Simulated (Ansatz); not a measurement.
The cluster Sn₂F₃ (the lowest doublet isomer of a short search), 5 atoms. Hardware: 4 threads of Arm Neoverse V2 on a shared host.

In the def2 sets Sn takes a core potential; there is no spin–orbit coupling. Correlated methods freeze 11 core orbitals; core or outer-core shells of Sn are correlated, in sets that lack core-valence functions.

Problem. How many basis functions does each of these Ansatz runs have, and roughly what does it cost? ωB97M-V/def2-TZVP, charge 0 doublet, energy, from earlier orbitals; r2SCAN-D4/def2-TZVP, charge 0 doublet, energy, from earlier orbitals; PBE-D4/def2-TZVP, charge 0 doublet, energy and forces, from earlier orbitals; LC-ωPBE/def2-TZVP, charge 0 doublet, energy, from earlier orbitals; PBE0-D4/def2-SVP, charge 0 doublet, energy with a search over starts; PBE-D4/def2-SVP, charge 0 doublet, energy, from earlier orbitals; PBE0-D4/def2-SVP, charge 0 doublet, relaxation, 12 steps; MP2/def2-TZVP, charge 0 doublet, energy, from earlier orbitals; r2SCAN0-D4/def2-TZVP, charge 0 doublet, energy, from earlier orbitals; PBE0-D4/def2-TZVP, charge 0 doublet, energy, from earlier orbitals; PBE0-D4/def2-SVP, charge 0 doublet, energy, from earlier orbitals; CCSD(T)/def2-SVP, charge 0 doublet, energy, from earlier orbitals.

Solution. Other jobs shared the machine, so times can vary by a factor of up to 3. A dash marks memory too small to be measured apart from the calling script's.

```
                                                                         run  functions  fitting or Cholesky vectors  wall time  peak host memory (GiB)
            PBE-D4/def2-SVP, charge 0 doublet, energy, from earlier orbitals         94                         1026      1.4 s                       –
           PBE0-D4/def2-SVP, charge 0 doublet, energy, from earlier orbitals         94                         1063      2.1 s                       –
PBE-D4/def2-TZVP, charge 0 doublet, energy and forces, from earlier orbitals        193                         1244      3.2 s                       –
        PBE0-D4/def2-SVP, charge 0 doublet, energy with a search over starts         94                         1063      3.3 s                       –
          LC-ωPBE/def2-TZVP, charge 0 doublet, energy, from earlier orbitals        193                         1244      4.1 s                       –
          PBE0-D4/def2-TZVP, charge 0 doublet, energy, from earlier orbitals        193                         1390      4.9 s                    0.66
              MP2/def2-TZVP, charge 0 doublet, energy, from earlier orbitals        193                         1580        6 s                    0.61
        r2SCAN-D4/def2-TZVP, charge 0 doublet, energy, from earlier orbitals        193                         1244        8 s                       –
       r2SCAN0-D4/def2-TZVP, charge 0 doublet, energy, from earlier orbitals        193                         1390       10 s                    0.73
          ωB97M-V/def2-TZVP, charge 0 doublet, energy, from earlier orbitals        193                         1332       19 s                       1
                    PBE0-D4/def2-SVP, charge 0 doublet, relaxation, 12 steps         94                         1168       20 s                       –
           CCSD(T)/def2-SVP, charge 0 doublet, energy, from earlier orbitals         94                         1063       27 s                       1
```
